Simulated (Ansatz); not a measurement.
Ansatz (a program for electronic structure) input for In(H)(OH)(OMe) (CH5InO2), SMILES C[O][InH][OH], PBE0/def2-SVPD. Geometry optimised at PBE-D3(BJ)/def2-SVP. The def2 effective core potentials stand for the cores of In; spin–orbit coupling is left out. Other conformers were not sampled.

Ansatz 0.2 input:
```yaml
crystal:
  periodic: [false, false, false]
  atoms:
    - {symbol: In, position_ang: [-0.30730646, -0.03625858, 0.49414775]}
    - {symbol: H, position_ang: [-1.51320676, -0.50701501, 1.62174207]}
    - {symbol: O, position_ang: [1.26056979, 1.23753958, 0.65998864]}
    - {symbol: H, position_ang: [1.28627834, 1.62197750, 1.55712723]}
    - {symbol: O, position_ang: [-0.27142449, -0.76786379, -1.38349078]}
    - {symbol: C, position_ang: [0.72528971, -0.37765782, -2.30616723]}
    - {symbol: H, position_ang: [1.30507491, -1.26700753, -2.65036865]}
    - {symbol: H, position_ang: [0.25756458, 0.07659591, -3.21188946]}
    - {symbol: H, position_ang: [1.45740457, 0.36066034, -1.90483065]}
basis:
  gaussian:
    orbitals: def2-SVPD
hamiltonian:
  xc: {name: PBE0}
```

Program output:

```
WARN ansatz: RAYON_NUM_THREADS=1 ignored (pool sized by the plan → 1); use --threads N
Functional definition: PBE0
integrals: 0.07 GiB planned
1274 factors; their error is unknown
mean field: 0.58 GiB planned
mean field evaluation 1: about -10365.4237 eV, gradient 7.6e1 eV
mean field evaluation 2: about -10296.8742 eV, gradient 1.8e2 eV
mean field evaluation 4: about -10376.5430 eV, gradient 1.5e1 eV
mean field evaluation 8: about -10376.9442 eV, gradient 2.1e-1 eV
mean field evaluation 16: about -10377.0163 eV, gradient 4.1e-5 eV
mean field -10377.01631254 eV, -381.3483156914 hartree, gradient 4.1e-5 eV, S^2 0.000000; 0 other end points of the search recorded, 0 dependent functions left out
reference -10377.01635185 eV, -381.3483171361 hartree; 24, 24 occupied and 114, 114 virtual orbitals, 1274 factors
Total energy: -10377.01635185 eV, -381.3483171361 hartree
```

Self-consistency was reached.
